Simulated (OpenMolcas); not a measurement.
Os2+ among 4 point charges of -1.5 e arranged as a tetrahedron (Td).

```json
{"Program": "OpenMolcas", "Method": "CASSCF", "Basis": "ANO-RCC-VDZP [7s6p4d2f1g]", "Scalar Hamiltonian": "DKH2, point nucleus", "Active space": "6 electrons in 5 orbitals (5d)", "State averaging": "2S+1 = 5 even, 5 roots; 2S+1 = 3 even, 45 roots; 2S+1 = 1 even, 50 roots", "Spin-orbit coupling": "state interaction with AMFI integrals over the reference wave functions"}
```

All point charges move together. At R = 1.85 Å the first state of the same spin is 4406 cm-1, and at R = 2.05 Å it is 3512 cm-1.

Question: A third run gives 2617 cm-1. What distance was it run at?

Answer: With a power law R^-n the two known points give n = -ln(3512 / 4406) / ln(2.05 / 1.85) = 2.21. Then R = 1.85 × (4406 / 2617)^(1/2.21) = 2.342 Å. The run was at 2.27 Å, so the estimate is off by +0.072 Å.

An orbital doublet at a regular site is open to a Jahn-Teller distortion, which this geometry leaves out. Without dynamic correlation the repulsion within the d shell is too large (B by tens of per cent), so at a given field states of lower spin stand too high. Point charges give a weaker field than real ligands, and real ions of this kind are as a rule low spin; the high spin found here belongs to the model. The ground term spreads over less than 5000 cm-1, several times less than with real ligands, so orbital moments are less quenched and χT lies further from the spin-only value than at real sites. Spin-orbit coupling mixes the spin-free states strongly: the lowest level takes only 69 % from its leading state, 5E (figures for R = 2.05; the like holds for R = 2.27). Point charges carry no covalency, so the field is a model and not that of real ligands. No measured value stands beside these numbers.
